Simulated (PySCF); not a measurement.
Orbital energies and ionisation energy

Species: C₂H₇F₃N₂Si.
Atom-mapped SMILES: `[NH2:1][SiH2:2][NH:3][CH2:4][C:5]([F:6])([F:7])[F:8]` (hydrogens: H9, H10 on N1; H11, H12 on Si2; H13 on N3; H14, H15 on C4)

Geometry (PBE0-D3(BJ)/def2-SVP, Å), atoms numbered from 1 in this order:
```
atom  x, y, z in Å
N1     2.838    0.168    0.425
Si2    1.354    0.384   -0.416
N3     0.093   -0.300    0.567
C4    -1.137   -0.832    0.072
C5    -2.218    0.213   -0.121
F6    -1.852    1.131   -1.021
F7    -2.483    0.858    1.021
F8    -3.356   -0.344   -0.546
H9     3.573    0.862    0.363
H10    3.195   -0.747    0.671
H11    1.297    1.857   -0.676
H12    1.174   -0.331   -1.722
H13    0.057   -0.020    1.542
H14   -0.983   -1.307   -0.910
H15   -1.555   -1.605    0.740
```

Level: CAM-B3LYP/def2-SVPD (PySCF). Frontier orbitals with their largest atomic shares (Löwdin; up to four atoms above 4 %):

```csv
orbital,ε (eV),main atoms
HOMO−3,-11.98,"N3 26 %, Si2 16 %, C4 16 %, H14 8 %"
HOMO−2,-11.12,"Si2 33 %, H11 22 %, H12 17 %, N1 11 %"
HOMO−1,-9.17,"N1 57 %, Si2 12 %, N3 10 %, H9 6 %"
HOMO,-8.77,?
LUMO,1.01,"Si2 38 %, H9 13 %, H10 12 %, N1 12 %"
LUMO+1,1.38,"C4 16 %, C5 12 %, H15 10 %, Si2 7 %"
LUMO+2,1.96,"Si2 16 %, H13 14 %, H11 10 %, F8 9 %"
```

**Question.** What vertical ionisation energy does ΔSCF give, and how far is −ε(HOMO) from it?

**Answer.** ΔSCF: 9.54 eV (921 kJ/mol; threshold wavelength 130 nm); ⟨S²⟩ of the doublet left behind is 0.759, against 0.75 for a pure doublet. −ε(HOMO) is 8.77 eV, 0.77 eV below it. For the exact functional −ε(HOMO) would equal the first vertical ionisation energy; CAM-B3LYP (range-separated hybrid) falls short of its own ΔSCF value by 8 %.

**Question.** On which atoms does the HOMO lie?

**Answer.** N3 (silicon-bound nitrogen) 48 %, Si2 (SiH2 silicon) 11 %, C4 (sp3 carbon bound to nitrogen) 8 %, N1 (silicon-bound nitrogen) 8 %. The HOMO−1 lies 0.40 eV lower.

**Question.** Shift the occupied levels rigidly so that −ε(HOMO) equals the ΔSCF value. What binding energies result?

**Answer.** The shift is +0.77 eV: HOMO 9.54, HOMO−1 9.94, HOMO−2 11.89, HOMO−3 12.75 eV. A rigid shift is only a rough guide to the deeper ionisations.

**Question.** How many of the 10 lowest singlet excitations (vertical TDDFT, same level) lie below the ionisation energy?

**Answer.** All 10; they run from 6.62 to 8.58 eV.

**Question.** What total energies stand behind the ΔSCF value?

**Answer.** E(N) = -778.44632 Eh and E(N − 1) = -778.09570 Eh at the same geometry, 0.35062 Eh apart.

**Question.** What kinetic energy would electrons from this vertical process carry with He II light (40.814 eV)?

**Answer.** 40.81 − 9.54 = 31.27 eV.

The structure is a single PBE0-D3(BJ)/def2-SVP conformer in the gas phase; no vibrational or solvent corrections.

These values come from a run that also computed excited states and ΔSCF ions. The run took 6.5 min wall on Arm Neoverse N1, one thread, no GPU, shared host, and the process peaked at 1.1 GiB of memory.
